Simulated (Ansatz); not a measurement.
Compare A (`C[N](C)[InH2]`) with its isomer B (`C[CH2][InH][NH2]`).

Isolated molecules relaxed with PBE0-D4/def2-TZVP in Ansatz; ΔE leaves out vibrations. CCSD(T)/CBS is the MP2 limit (def2-TZVPP, def2-QZVPP) plus CCSD(T) − MP2 in def2-TZVPP, frozen cores. DFT in def2-TZVPP. Elements past krypton have def2 core potentials. For In outer-core shells are correlated without core-valence functions, which leaves a few kJ/mol of doubt a bond. Each species was taken in one conformer, which may not be the lowest.

Problem. Which isomer does CCSD(T)/CBS put lower? Give the gap. (Best estimate.)

Solution. Computed: B, by 81.8 kJ/mol.

Problem. Give E(B) − E(A) in kJ/mol with HF/def2-TZVPP, CCSD/def2-TZVPP, BLYP-D4, ωB97M-V, PBE-D4, LDA (SPW92), CCSD(T)/def2-TZVPP. (An estimate is asked.)

Solution. Ansatz gave: HF/def2-TZVPP -70.8, CCSD/def2-TZVPP -76.6, BLYP-D4 -67.1, ωB97M-V -76.5, PBE-D4 -69.9, LDA (SPW92) -59.1, CCSD(T)/def2-TZVPP -75.6. None reverses the order clearly.

Problem. Does the order hold for the free energy at 298.15 K (harmonic terms from PBE0-D4)? (Estimate.)

Solution. Computed: Yes: G(B) − G(A) = -83.3 kJ/mol, for one conformer each. Modes under 60 cm⁻¹, often nearly free rotors, make the harmonic entropy too high.

Largest T1 diagnostic: 0.017.

The D4 term adds +3.2 kJ/mol with B3LYP and +1.5 kJ/mol with PBE0; it sums over pairs of atoms, weighted by their polarisabilities, and B3LYP, whose exchange is more repulsive, gets the larger term. In def2-TZVPP, CCSD(T) changes the Hartree–Fock value by −4.8 kJ/mol (the triples alone add +0.9 kJ/mol) and MP2 by −12.5 kJ/mol.

B3LYP here is the variant with VWN-RPA as its local correlation; programs differ in this.
